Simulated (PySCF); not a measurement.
## Deuteron quadrupole couplings in `C#Cc1ccccc1C(=O)OC`

Species: C10H8O2.
Numbering: `[CH:1]#[C:2][c:3]1[cH:4][cH:5][cH:6][cH:7][c:8]1[C:9](=[O:10])[O:11][CH3:12]` (hydrogens: H13 on C1; H14 on C4; H15 on C5; H16 on C6; H17 on C7; H18, H19, H20 on C12)

Structure used (GFN2-xTB), in Å, numbered top down from 1:
```xyz
20
C10H8O2 angstrom
C      0.0106    2.3833    1.7900
C     -0.3352    1.3757    1.2354
C     -0.8434    0.1822    0.6711
C     -2.1158   -0.2409    1.0622
C     -2.6534   -1.4135    0.5692
C     -1.9262   -2.1955   -0.3166
C     -0.6645   -1.7920   -0.7071
C     -0.1136   -0.6042   -0.2330
C      1.2464   -0.2567   -0.7138
O      2.0076   -1.0609   -1.1965
O      1.5312    1.0447   -0.5863
C      2.8176    1.4620   -1.0143
H      0.3558    3.2654    2.2409
H     -2.6734    0.3655    1.7611
H     -3.6407   -1.7228    0.8793
H     -2.3421   -3.1155   -0.6981
H     -0.0767   -2.3852   -1.3915
H      3.1296    0.8890   -1.8900
H      3.5436    1.3101   -0.2125
H      2.7375    2.5200   -1.2527
```

Level: PBE0/pcSseg-1 (PySCF, non-relativistic); Q(2H) = 0.00286 b; rigid geometry, the same for H and D, with no vibrational averaging.

**Question.** Rank these positions by the coupling χzz of a deuteron there, largest first.
A. H17 (aromatic hydrogen)
B. H16 (aromatic hydrogen)
C. H18 (methyl hydrogen)
D. H13 (alkyne hydrogen)
E. H20 (methyl hydrogen)

**Answer.** D (267 kHz), B (220 kHz), A (215 kHz), E (206 kHz), C (196 kHz).

**Question.** What are Vzz, η and χzz (234.96 MHz × Q × Vzz) at all hydrogens?

**Answer.** 
| atom | bonded to | bond length (Å) | Vzz (au) | η | χzz (kHz) |
| --- | --- | --- | --- | --- | --- |
| H13 | C1 | 1.049 | 0.3970 | 0.01 | 267 |
| H14 | C4 | 1.080 | 0.3224 | 0.07 | 217 |
| H15 | C5 | 1.080 | 0.3254 | 0.06 | 219 |
| H16 | C6 | 1.079 | 0.3271 | 0.06 | 220 |
| H17 | C7 | 1.080 | 0.3199 | 0.05 | 215 |
| H18 | C12 | 1.092 | 0.2921 | 0.10 | 196 |
| H19 | C12 | 1.092 | 0.2973 | 0.09 | 200 |
| H20 | C12 | 1.087 | 0.3062 | 0.08 | 206 |

**Question.** How does χzz go with the bond length over the 8 C–H bonds?

**Answer.** A straight-line fit has a slope of -15.9 kHz for each 0.01 Å, with a correlation coefficient of -1.00, over lengths from 1.049 to 1.092 Å. The longer bonds have the smaller couplings here.

**Question.** Give the 2H NMR doublet splittings at H13 for a magnetic field along the z, y and x axes of the gradient: 3χ/2, 3χ(1 + η)/4, 3χ(1 − η)/4.

**Answer.** With |χ| = 266.8 kHz and η = 0.005: 400, 201 and 199 kHz, to first order and without motion.

The structure is a single GFN2-xTB conformer in the gas phase; no vibrational or solvent corrections. GFN2-xTB bond lengths can be off by several hundredths of an ångström, more for odd bonds, and the gradients follow them. These gradients aren't converged with respect to the basis.
